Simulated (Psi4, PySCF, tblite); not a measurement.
Approach curve of the dimer H4O4Si ··· H4O4Si (SMILES O[Si](O)(O)O and O[Si](O)(O)O). Monomers: optimised at B3LYP-D3(BJ) (def2-TZVP), held rigid. Orientation: lowest of the rigid-body minima from ten starts at GFN2-xTB. Only R, the distance of the centres of mass, is varied, so the lowest point isn't the relaxed dimer.

Levels of theory: RKS-B3LYP/6-31G* = PySCF with restricted B3LYP/6-31G*, spherical d, no counterpoise correction; GFN2-xTB (tblite); RKS-B3LYP/LANL2DZ = restricted B3LYP/LANL2DZ, with its core potentials past Ne, no counterpoise correction (PySCF 2.14.0); SAPT0/jun-cc-pVDZ, frozen core (Psi4).

Interaction energies in kJ/mol; the last columns give the difference from SAPT0:

```csv
R / Å,RKS-B3LYP/6-31G*,GFN2-xTB,RKS-B3LYP/LANL2DZ,SAPT0/jun-cc-pVDZ,RKS-B3LYP/6-31G* − SAPT0/jun-cc-pVDZ,GFN2-xTB − SAPT0/jun-cc-pVDZ,RKS-B3LYP/LANL2DZ − SAPT0/jun-cc-pVDZ
3.27,162.79,89.08,134.15,162.34,0.45,-73.26,-28.20
3.48,25.41,-18.33,5.81,37.92,-12.51,-56.25,-32.11
3.69,-29.82,-52.71,-39.72,-12.41,-17.42,-40.30,-27.31
3.86,-44.85,-57.87,-49.67,-27.79,-17.06,-30.09,-21.89
4.09,-46.23,-53.06,-47.43,-32.34,-13.89,-20.72,-15.10
4.26,-41.74,-47.00,-41.50,-30.30,-11.44,-16.70,-11.20
4.59,-30.53,-35.74,-28.99,-22.79,-7.74,-12.95,-6.20
4.86,-22.18,-28.45,-20.78,-16.99,-5.19,-11.45,-3.79
5.37,-10.69,-18.76,-10.78,-9.50,-1.19,-9.26,-1.28
6.05,-3.89,-11.20,-4.56,-4.55,0.65,-6.65,-0.01
7.08,-1.30,-5.72,-1.56,-1.68,0.38,-4.03,0.12
8.36,-0.45,-2.95,-0.52,-0.58,0.13,-2.37,0.06
```

RKS-B3LYP/6-31G* is furthest from SAPT0/jun-cc-pVDZ at 3.69 (-17.42 kJ/mol, below); its mean absolute difference over the points is 7.34 kJ/mol.

GFN2-xTB is furthest from SAPT0/jun-cc-pVDZ at 3.27 (-73.26 kJ/mol, below); its mean absolute difference over the points is 23.67 kJ/mol.

RKS-B3LYP/LANL2DZ is furthest from SAPT0/jun-cc-pVDZ at 3.48 (-32.11 kJ/mol, below); its mean absolute difference over the points is 12.27 kJ/mol.
